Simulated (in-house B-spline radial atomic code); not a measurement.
**CAM-B3LYP excitations of Sc IV (Sc3+)**

Method: CAM-B3LYP. Computed with a B-spline radial code for spherical atoms: linear response of the closed shell [Ne] 3s2 3p6 with the functional's adiabatic kernel; scalar-relativistic (spin-free one-electron X2C), finite nucleus, no spin-orbit coupling, no double excitations, S, P, D and F terms only. Only terms of natural parity with L up to 3 were computed.

Command:
```bash
python run_td.py task.json out
```
Settings (radii: box in bohr, nucleus in fm):
```
Z                        21
electrons                18
configuration            [Ne] 3s2 3p6
hamiltonian              x2c
method                   camb3lyp
box_radius               23.08
rms_radius               3.5459
intervals                73
```

Cost of the run: 1.6 s on 1 thread of Arm Neoverse N1 (shared host).

The lowest states, in the order of their Tamm-Dancoff energies; the method's threshold (minus the highest occupied level) is 68.65 eV. Labels give the largest channel, * marks a mixed state, and oscillator strengths are full-response dipole values. Semilocal kernels can invert the small singlet-triplet splittings of Rydberg terms. Energies in eV:

```json
{"state": "3p → 3d 3P", "full response": "29.680", "Tamm-Dancoff": "29.793", "oscillator strength": "-"}
{"state": "3p → 3d 3F", "full response": "30.12", "Tamm-Dancoff": "30.30", "oscillator strength": "-"}
{"state": "3p → 3d 1F", "full response": "32.88", "Tamm-Dancoff": "32.89", "oscillator strength": "-"}
{"state": "3p → 4s 3P", "full response": "39.33", "Tamm-Dancoff": "39.34", "oscillator strength": "-"}
{"state": "3p → 4s 1P", "full response": "39.89", "Tamm-Dancoff": "39.91", "oscillator strength": "0.859"}
{"state": "3p → 3d 1P", "full response": "41.84", "Tamm-Dancoff": "43.45", "oscillator strength": "3.68"}
{"state": "3p → 4p 3S", "full response": "44.17", "Tamm-Dancoff": "44.19", "oscillator strength": "-"}
{"state": "3p → 4p 3D", "full response": "44.59", "Tamm-Dancoff": "44.60", "oscillator strength": "-"}
{"state": "3p → 4p 1D", "full response": "?", "Tamm-Dancoff": "?", "oscillator strength": "-"}
{"state": "3p → 4p 1S", "full response": "47.15", "Tamm-Dancoff": "47.35", "oscillator strength": "-"}
{"state": "3p → 4d 3P", "full response": "52.08", "Tamm-Dancoff": "52.09", "oscillator strength": "-"}
{"state": "3p → 4d 3F", "full response": "52.16", "Tamm-Dancoff": "52.17", "oscillator strength": "-"}
{"state": "3p → 4d 1F", "full response": "52.42", "Tamm-Dancoff": "52.42", "oscillator strength": "-"}
{"state": "3s → 3d 3D", "full response": "53.70", "Tamm-Dancoff": "53.75", "oscillator strength": "-"}
{"state": "3p → 4d 1P", "full response": "53.60", "Tamm-Dancoff": "53.93", "oscillator strength": "0.218"}
{"state": "3p → 5s 3P", "full response": "54.08", "Tamm-Dancoff": "54.08", "oscillator strength": "-"}
{"state": "3p → 5s 1P", "full response": "54.29", "Tamm-Dancoff": "54.37", "oscillator strength": "0.0201"}
{"state": "3p → 5p 3S", "full response": "55.86", "Tamm-Dancoff": "55.87", "oscillator strength": "-"}
{"state": "3p → 5p 3D", "full response": "56.05", "Tamm-Dancoff": "56.05", "oscillator strength": "-"}
{"state": "3p → 5p 1D", "full response": "56.15", "Tamm-Dancoff": "56.15", "oscillator strength": "-"}
{"state": "3p → 4f 3D", "full response": "56.63", "Tamm-Dancoff": "56.63", "oscillator strength": "-"}
{"state": "3p → 4f 1D", "full response": "?", "Tamm-Dancoff": "?", "oscillator strength": "-"}
```

Problem. Where does 3p → 4f 1D lie?

Solution. At 56.66 eV in full response, 56.66 eV in Tamm-Dancoff.

Problem. Where does 3p → 4p 1D lie?

Solution. At 44.99 eV in full response, 44.99 eV in Tamm-Dancoff.

Problem. How large is the singlet-triplet splitting of 3p → 3d (F terms) in Tamm-Dancoff?

Solution. 2.58 eV, from the unrounded values.

Problem. What polarisabilities and dispersion coefficient does the method give?

Solution. Dipole 2.157 bohr³, quadrupole 3.621 bohr⁵, C6 5.712 hartree·bohr⁶ for two such species.
